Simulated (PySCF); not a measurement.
## Two-component Hartree-Fock for Ti³⁺ (titanium, charge +3)

Start: [Ar] 3d1; 3d5/2 filled at m_j = +5/2. Calculated with PySCF 2.14 in x2c-SVPall-2c: generalised Hartree-Fock with the X2C-1e Hamiltonian and a Gaussian nucleus; one run each with spin-orbit coupling (SO) screened by Boettger's factors, then bare. This is a chosen level, not necessarily the ground level.

| spinor shell | electrons | ε, screened SO (eV) | ε, bare SO (eV) | weight of nominal j (bare SO) | rms radius, bare SO (bohr) |
| --- | --- | --- | --- | --- | --- |
| 1s1/2 | 2 | -5051.9 | -5051.9 | 1.000 | 0.0805 |
| 2s1/2 | 2 | -625.05 | -625.05 | 1.000 | 0.350 |
| 2p1/2 | 2 | -524.91 | -525.32 | 0.998 | 0.318 |
| 3s1/2 | 2 | -112.37 | -112.38 | 1.000 | 1.07 |
| 3p3/2 | 4 | -81.592 | -81.579 | 0.867 | 1.16 |
| 3p1/2 | 2 | -82.182 | -82.214 | 0.734 | 1.16 |
| 3d5/2 | 1 | -43.922 | -43.904 | 1.000 | 1.38 |

Task: Where does 2p3/2 lie, and what is the 2p spin-orbit splitting (bare SO)?

Result: At -518.95 eV, 6.373 eV above 2p1/2.

```json
{"quantity": "E (hartree)", "screened SO": "-850.96074", "bare SO": "-850.96100"}
{"quantity": "M_J", "screened SO": "5/2", "bare SO": "5/2"}
{"quantity": "⟨J²⟩", "screened SO": "8.754", "bare SO": "8.754"}
{"quantity": "⟨L²⟩", "screened SO": "6.004", "bare SO": "6.004"}
{"quantity": "⟨S²⟩", "screened SO": "0.751", "bare SO": "0.751"}
```

Each row is a mean over spinors that exchange with the open shell spreads, by up to 5.370 eV (3p3/2).

Rows whose weight is well below 1 are mixtures of j = l ± 1/2: exchange outweighs spin-orbit coupling there, and the label is only the starting occupation.
